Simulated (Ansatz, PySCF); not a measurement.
Molecule: C3H6O, charge 0, multiplicity 1. 
Geometry from a B3LYP-D3(BJ)/def2-TZVP (Ansatz, a program for electronic structure) optimisation:
```xyz
10

C     -1.5095     0.1353    -0.0295
C     -0.1424    -0.4792    -0.1055
C      1.0242     0.2621    -0.5856
O      0.8383     0.0192     0.8123
H     -2.0569    -0.2511     0.8326
H     -2.0846    -0.1000    -0.9282
H     -1.4388     1.2192     0.0666
H     -0.1200    -1.5621    -0.2107
H      0.9041     1.2970    -0.8935
H      1.8563    -0.2662    -1.0411
```
Charge 0, spin multiplicity 1.

Dipole moments at this geometry, in debye (magnitudes).

```tsv
level	program	dipole (D)
PBE/def2-TZVPD	Ansatz	1.85
PBE0/def2-TZVPD	PySCF	1.98
BHLYP/def2-TZVPD	Ansatz	2.14
HSE06/def2-TZVPD	Ansatz	1.97
CAM-B3LYP/def2-TZVPD	Ansatz	2.08
LC-wPBE/def2-TZVPD	Ansatz	2.08
wB97M-V/def2-TZVPD	Ansatz	2.02
wB97X-V/def2-TZVPD	Ansatz	2.04
CCSD(T)/aug-cc-pVDZ	Ansatz	1.98
```

Measured: 2.01 D (NIST CCCBDB, as tabulated in the package chemicals), a vibrational average. This is an older compilation, not checked against later work.
